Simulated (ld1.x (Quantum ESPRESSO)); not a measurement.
u(r) = r·R(r): atom against pseudo-atom (ruthenium)

Columns: radius, all-electron u(r) and pseudo u(r) of the 4d shell (level -5.20 eV) of ruthenium in the configuration [Ar] 3d10 4s2 4p6 4d7 5s1 5p0; PBE, scalar-relativistic, TM scheme, ld1.x (Quantum ESPRESSO) 7.5.

```csv
r (bohr),all-electron,pseudo
0.085,0.1191,-0.0018
0.170,0.3259,-0.0137
0.255,0.3883,-0.0441
0.340,0.3027,-0.0976
0.425,0.1340,-0.1745
0.510,-0.0619,-0.2704
0.595,-0.2508,-0.3776
0.680,-0.4154,-0.4862
0.765,-0.5493,-0.5867
0.850,-0.6516,-0.6717
0.935,-0.7245,-0.7368
1.020,-0.7721,-0.7808
1.105,-0.7989,-0.8054
1.190,-0.8091,-0.8138
1.275,-0.8068,-0.8096
1.360,-0.7949,-0.7963
1.445,-0.7763,-0.7768
1.530,-0.7530,-0.7531
1.615,-0.7264,-0.7264
1.700,-0.6980,-0.6980
1.785,-0.6684,-0.6684
1.870,-0.6385,-0.6385
1.955,-0.6088,-0.6088
2.040,-0.5795,-0.5795
2.125,-0.5509,-0.5509
2.210,-0.5233,-0.5233
```

Task: How many radial nodes do the two functions have?

Result: The all-electron 4d function has n − l − 1 = 1; the pseudo-wave has 0, since the states of the same l below it are removed with the core.

Task: At about which radius was the pseudo-wave matched?

Result: 1.70 bohr. The columns agree to 0.0005 from 1.53 bohr on; several derivatives are matched, so the curves merge somewhat inside the radius.

Task: Is the pseudo-wave norm-conserving?

Result: Yes: the TM scheme keeps the norm inside the radius equal to the all-electron one, which fixes the energy derivative of the logarithmic derivative at the level.
